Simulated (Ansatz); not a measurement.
# Four-centre ligand exchange

Start structure (SiN2H8O, closed shell), relaxed at PBE0-D4/def2-TZVP:

```
12
angstrom
Si -0.5196 -0.1289 0.6479
N 0.9283 0.4754 -0.0770
H -1.4317 -0.6743 -0.3906
H -0.0287 -1.2221 1.5296
N -1.4554 1.0756 1.4246
H 1.2920 -0.7913 -1.6049
O 1.4881 -1.4209 -2.3182
H 0.9096 1.3715 -0.5416
H 1.7983 0.3518 0.4179
H -1.1576 1.5430 2.2646
H -2.4567 1.0813 1.3276
H 0.6332 -1.6613 -2.6799
```

The step: SiN₂H₆ ([NH2][SiH2][NH2]) + H₂O → SiNH₅O ([NH2][SiH2][OH]) + NH₃; bonds formed: Si1–O7, N2–H6; bonds broken: Si1–N2, H6–O7. Ansatz 0.2.0; basis: def2-TZVPP and def2-QZVPP; cores frozen in the correlated methods. Extrapolation: Hartree–Fock as exp(−7.88 √X), correlation as X^−2.97. Energies below are by CCSD(T) at an estimated basis limit (MP2 extrapolated from triple and quadruple zeta, plus CCSD(T) − MP2 in triple zeta).

Question: What are the electronic barrier and the energy of the step, from the start structure to the end structure? (An estimate is asked for; the value comes from the calculation.)

Answer: By the calculation: Barrier 1.155 eV; step energy -0.489 eV (downhill); reverse barrier, their difference, 1.644 eV. Barrier and step energy count from the start structure, the reverse barrier from the end structure.

The saddle point: One imaginary mode of 850i cm⁻¹.
```json
{"pair": "Si1–O7", "start (Å)": "3.81", "saddle (Å)": "1.98", "end (Å)": "1.66"}
{"pair": "N2–H6", "start (Å)": "2.02", "saddle (Å)": "1.38", "end (Å)": "1.02"}
{"pair": "Si1–N2", "start (Å)": "1.73", "saddle (Å)": "1.90", "end (Å)": "3.45"}
{"pair": "H6–O7", "start (Å)": "0.97", "saddle (Å)": "1.12", "end (Å)": "2.48"}
```

Zero-point energy (harmonic, PBE0-D4): ZPE is 2.541 eV at the start and 2.525 eV at the saddle, so the barrier goes from 1.155 to 1.139 eV.

No T1 diagnostic of these runs exceeds 0.011.

The step is the kind of ligand exchange by which a precursor binds to a hydroxyl group, or is hydrolysed, in atomic layer deposition of oxides.

Labels in which every atom is bracketed show which atoms are joined, not bond orders.

For scale, one of the runs: CCSD(T)/def2-TZVPP, 247 basis functions, launched by `ansatz run in.yaml --threads 4 --pin off --events-out ev --progress --plain --max-ram 9574MiB`. The run took 2.1 min on 4 CPU threads of an Arm Neoverse V1 (shared host), with 5.2 GiB of host memory at its peak.
